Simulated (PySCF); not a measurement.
**Assignment exercise: C8H8BN**

Numbering as in the mapped SMILES `[CH:1]1=[CH:2][B:3]2[CH:4]=[CH:5][CH:6]=[CH:7][N:8]2[CH:9]=[CH:10]1` (H(Xn): hydrogen on atom n).

- coordinates at the PBE0-D3(BJ)/def2-SVP level
- shielding tensors at PBE0/pcSseg-1 (GIAO)
- program: PySCF
- a single conformation, non-relativistic, fast rotation and ring inversion assumed for equivalent nuclei, gas phase

Chemical shifts δ = σref − σ; ¹³C and ¹H vs TMS, all at this level.

(1) Assign these signals to the numbered atoms. ¹³C{¹H} NMR (computed): δ 144.0 (CH), 141.1 (CH), 138.6 (CH), 120.4 (CH).

(2) Assign these signals to the numbered atoms. ¹H NMR (400 MHz, computed): δ 7.87 (m, 2H), 7.86 (d, 2H), 7.79 (m, 2H), 6.92 (m, 2H).

Results:

(1) 
144.0 → C1/C5, alkene CH: as expected for a trigonal carbon in a double bond
141.1 → C2/C4, alkene CH
138.6 → C7/C9, alkene carbon bearing nitrogen: an sp2 carbon further deshielded by the attached heteroatom
120.4 → C6/C10, β carbon of an enol-ether or enamine type C=C

(2) 
| δ (ppm) | atoms | environment | reason |
| --- | --- | --- | --- |
| 7.87 | H(C1)/H(C5) | hydrogen on an alkene CH | olefinic region |
| 7.86 | H(C7)/H(C9) | hydrogen on an alkene carbon bearing nitrogen | attached to an sp2 carbon and in the plane of the double bond |
| 7.79 | H(C2)/H(C4) | hydrogen on an alkene CH | attached to an sp2 carbon and in the plane of the double bond |
| 6.92 | H(C6)/H(C10) | hydrogen on a β carbon of an enol-ether or enamine type C=C | a vinylic proton, deshielded by the sp2 carbon and the C=C anisotropy |

H(C1)/H(C5) and H(C7)/H(C9); H(C7)/H(C9) and H(C2)/H(C4) lie closer than the usual error of such a calculation, so a measured spectrum could show them in the other order.

A carbon bonded to boron is broadened by the quadrupolar boron nucleus and is often missing from a measured spectrum. Shifts are as computed. Against solution values, carbons near 30 ppm lie about +2 ppm off and those near 130 ppm about +5 ppm. Of 1211 compounds with measured shifts, 218 miss one by over three times the rms of a fit or turn the order of signals round; such compounds aren't used in these exercises. Multiplicities follow the n + 1 count of equivalent neighbours, as no J values were calculated; m marks all less simple cases, F and P coupling included.
